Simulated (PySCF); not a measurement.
**V³⁺ (vanadium, charge +3) across methods**

[Ar] 3d2, high-spin 3F determinant. All numbers are calculated (PySCF 2.14, no relativity, point nucleus, in aug-cc-pVDZ).

| method | E (hartree) | mean ε 3p α (eV) | mean ε 3p β (eV) | mean ε 3d α (eV) | Σ⟨r²⟩ (bohr²) | ⟨S²⟩ |
| --- | --- | --- | --- | --- | --- | --- |
| UHF | -941.13035 | -91.434 | -86.217 | -48.206 | 13.27 | 2.002 |
| TPSSh | -942.038 | -80.315 | -77.851 | -40.440 | 13.32 | 2.001 |
| PBE0 | -941.808 | -82.153 | -79.343 | -41.708 | 13.33 | 2.001 |
| HSE06 | -941.828 | -81.703 | -78.922 | -41.257 | 13.34 | 2.001 |
| LDA | -939.798 | -78.646 | -76.573 | -39.151 | 13.39 | 2.000 |
| BP86 | -942.100 | -78.663 | -76.627 | -39.301 | 13.34 | 2.000 |
| MN15 | -942.011 | -82.698 | -80.845 | -42.003 | 13.41 | 2.000 |
| PBE | -941.750 | -78.653 | -76.543 | -39.254 | 13.38 | 2.000 |

(1) Estimate the same row for r2SCAN.

Answers

(1) E (hartree) = -941.978; mean ε 3p α (eV) = -79.797; mean ε 3p β (eV) = -77.306; mean ε 3d α (eV) = -39.753; Σ⟨r²⟩ (bohr²) = 13.30; ⟨S²⟩ = 2.001.
